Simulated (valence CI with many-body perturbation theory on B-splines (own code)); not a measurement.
# I³¹⁺: E2, M1 decay

Calculated by valence CI with perturbative core correlation (CI+MBPT): four valence electrons over a frozen Dirac-Fock core [Ar], radial functions for each j: 7 s, 7 p, 8 d, 6 f, 4 g, 1 h, with the one-electron correlation potential Σ1, the two-electron term Σ2, the three-electron term Σ3, Breit, model QED; selected CI, second order for the rest, scaled by the run's own slope (own B-spline code, finite nucleus).

No measured spectrum was set against this ion. As an estimate, large intervals hold to a few tenths of a per cent, small ones and those within an open d or f shell to about a per cent. Only levels of the ground parity were solved; by the run's estimate the other parity begins above the list, which can be wrong where configurations are misplaced.

Lines 1 to 50 of 120 in falling wavelength, among levels below 94.429 eV, chosen from the decays that carry over 1 % of a level's rate. Wavelengths and rates use the calculated energies. Electric multipoles are in the length gauge, E1 and E2 with the static RPA response of the core. S is in atomic units (e²a₀⁴ for E2 and M2, e²a₀⁶ for E3), for M1 in squared Bohr magnetons. Weak lines are less certain than strong ones. Lines between different terms over intervals too small for the method are left out, as are lines whose strength nearly cancels.

Levels are named by their leading jj configuration (3d3/2^4 stands for four electrons in 3d with j = 3/2), which in mixed levels can hold well under half, so a name can repeat and another be missing. Letters in brackets count levels of one name in rising energy.

```csv
λ vac (nm),Upper,Lower,Type,A (s⁻¹),S (a.u.)
669.9,(3d3/2^2 3d5/2^2) J=6,(3d3/2^2 3d5/2^2) J=5,M1,3.31e+01,4.79e+00
491.5,(3d3/2^3 3d5/2) J=4,(3d3/2^3 3d5/2) J=2,E2,3.15e-05,7.26e-04
430.8,(3d3/2^3 3d5/2) J=3,(3d3/2^3 3d5/2) J=2,M1,3.98e+02,8.27e+00
287.6,(3d3/2^2 3d5/2^2) J=2 [b],(3d3/2^2 3d5/2^2) J=1,M1,4.34e+02,1.91e+00
279.3,(3d3/2^2 3d5/2^2) J=4 [b],(3d3/2^2 3d5/2^2) J=5,M1,8.22e+01,5.98e-01
267.2,(3d3/2^2 3d5/2^2) J=5,(3d3/2^2 3d5/2^2) J=4 [a],M1,6.31e+02,4.90e+00
231.3,(3d3/2^3 3d5/2) J=2,(3d3/2^3 3d5/2) J=1,M1,3.11e+03,7.13e+00
188.3,(3d3/2^2 3d5/2^2) J=4 [b],(3d3/2^2 3d5/2^2) J=3 [a],M1,1.73e+03,3.85e+00
177.7,(3d3/2^2 3d5/2^2) J=1,(3d3/2^2 3d5/2^2) J=0 [a],M1,2.81e+03,1.76e+00
169.4,(3d3/2^2 3d5/2^2) J=2 [b],(3d3/2^2 3d5/2^2) J=2 [a],M1,1.22e+03,1.10e+00
156.8,(3d3/2^2 3d5/2^2) J=3 [b],(3d3/2^2 3d5/2^2) J=3 [a],M1,2.61e+02,2.61e-01
156.4,(3d3/2 3d5/2^3) J=3 [c],(3d3/2^2 3d5/2^2) J=2 [e],M1,2.45e+03,2.43e+00
153.7,(3d3/2 3d5/2^3) J=3 [a],(3d3/2^2 3d5/2^2) J=4 [b],M1,1.24e+03,1.17e+00
146.1,(3d3/2^2 3d5/2^2) J=4 [a],(3d3/2^3 3d5/2) J=3,M1,2.24e+03,2.34e+00
145.7,(3d3/2 3d5/2^3) J=1 [b],(3d3/2^2 3d5/2^2) J=2 [e],M1,2.04e+03,7.03e-01
141.6,(3d3/2^3 3d5/2) J=1,(3d3/2^4) J=0,M1,1.13e+04,3.58e+00
140.3,(3d3/2^2 3d5/2^2) J=4 [c],(3d3/2 3d5/2^3) J=4 [a],M1,1.28e+03,1.18e+00
140.3,(3d3/2^2 3d5/2^2) J=4 [a],(3d3/2^3 3d5/2) J=4,M1,1.13e+04,1.04e+01
136.6,(3d3/2^2 3d5/2^2) J=4 [b],(3d3/2^2 3d5/2^2) J=4 [a],M1,6.68e+02,5.68e-01
132.8,(3d3/2 3d5/2^3) J=4 [a],(3d3/2^2 3d5/2^2) J=5,M1,2.04e+03,1.59e+00
123.5,(3d3/2 3d5/2^3) J=3 [b],(3d3/2 3d5/2^3) J=3 [a],M1,2.34e+03,1.14e+00
119.2,(3d3/2^2 3d5/2^2) J=3 [b],(3d3/2^2 3d5/2^2) J=4 [a],M1,2.23e+02,9.82e-02
118.4,(3d3/2 3d5/2^3) J=1 [a],(3d3/2^2 3d5/2^2) J=2 [b],M1,4.50e+03,8.29e-01
116.5,(3d3/2 3d5/2^3) J=3 [b],(3d3/2^2 3d5/2^2) J=2 [c],M1,7.26e+02,2.98e-01
116.4,(3d3/2 3d5/2^3) J=5,(3d3/2^2 3d5/2^2) J=4 [b],M1,8.43e+03,5.41e+00
114.3,(3d3/2 3d5/2^3) J=3 [c],(3d3/2^2 3d5/2^2) J=2 [d],M1,5.99e+02,2.32e-01
113.5,(3d3/2^2 3d5/2^2) J=2 [c],(3d3/2^2 3d5/2^2) J=1,M1,1.37e+03,3.72e-01
112.9,(3d3/2^2 3d5/2^2) J=3 [a],(3d3/2^3 3d5/2) J=3,M1,1.12e+04,4.17e+00
112.2,(3d3/2^2 3d5/2^2) J=2 [e],(3d3/2^2 3d5/2^2) J=2 [c],M1,7.53e+03,1.97e+00
109.6,(3d3/2 3d5/2^3) J=1 [b],(3d3/2 3d5/2^3) J=0,M1,1.81e+03,2.66e-01
109.4,(3d3/2^2 3d5/2^2) J=3 [a],(3d3/2^3 3d5/2) J=4,M1,4.48e+02,1.52e-01
108.5,(3d3/2 3d5/2^3) J=1 [b],(3d3/2^2 3d5/2^2) J=2 [d],M1,9.13e+03,1.30e+00
108.0,(3d3/2 3d5/2^3) J=4 [a],(3d3/2^2 3d5/2^2) J=3 [a],M1,3.26e+03,1.37e+00
99.89,(3d3/2^2 3d5/2^2) J=4 [c],(3d3/2^2 3d5/2^2) J=3 [b],M1,1.85e+03,6.16e-01
97.55,(3d3/2 3d5/2^3) J=3 [c],(3d3/2^2 3d5/2^2) J=4 [c],M1,9.99e+03,2.41e+00
93.62,(3d3/2 3d5/2^3) J=5,(3d3/2^2 3d5/2^2) J=6,M1,5.67e+03,1.90e+00
91.98,(3d3/2^2 3d5/2^2) J=5,(3d3/2^3 3d5/2) J=4,M1,8.18e+03,2.60e+00
90.27,(3d3/2^2 3d5/2^2) J=4 [c],(3d3/2^2 3d5/2^2) J=4 [b],M1,3.83e+02,9.39e-02
89.47,(3d3/2^2 3d5/2^2) J=3 [a],(3d3/2^3 3d5/2) J=2,M1,8.66e+03,1.61e+00
88.96,(3d3/2^2 3d5/2^2) J=2 [c],(3d3/2^2 3d5/2^2) J=2 [a],M1,4.54e+03,5.92e-01
88.75,(3d3/2^2 3d5/2^2) J=2 [a],(3d3/2^3 3d5/2) J=2,M1,1.02e+04,1.32e+00
88.72,(3d3/2 3d5/2^3) J=4 [a],(3d3/2^2 3d5/2^2) J=4 [a],M1,3.17e+04,7.38e+00
86.85,(3d3/2^2 3d5/2^2) J=2 [d],(3d3/2^2 3d5/2^2) J=3 [b],M1,9.63e+03,1.17e+00
86.25,(3d3/2 3d5/2^3) J=6,(3d3/2^2 3d5/2^2) J=6,M1,1.16e+04,3.59e+00
85.28,(3d3/2 3d5/2^3) J=3 [a],(3d3/2^2 3d5/2^2) J=2 [a],M1,2.40e+04,3.86e+00
84.64,(3d3/2 3d5/2^3) J=3 [a],(3d3/2^2 3d5/2^2) J=3 [a],M1,2.12e+04,3.34e+00
84.06,(3d3/2^2 3d5/2^2) J=2 [d],(3d3/2^2 3d5/2^2) J=2 [b],M1,8.49e+03,9.35e-01
83.85,(3d3/2 3d5/2^3) J=1 [a],(3d3/2^2 3d5/2^2) J=1,M1,1.50e+04,9.82e-01
82.14,(3d3/2 3d5/2^3) J=5,(3d3/2^2 3d5/2^2) J=5,M1,8.25e+03,1.86e+00
80.70,(3d3/2^2 3d5/2^2) J=0 [a],(3d3/2^3 3d5/2) J=1,M1,6.95e+04,1.35e+00
```
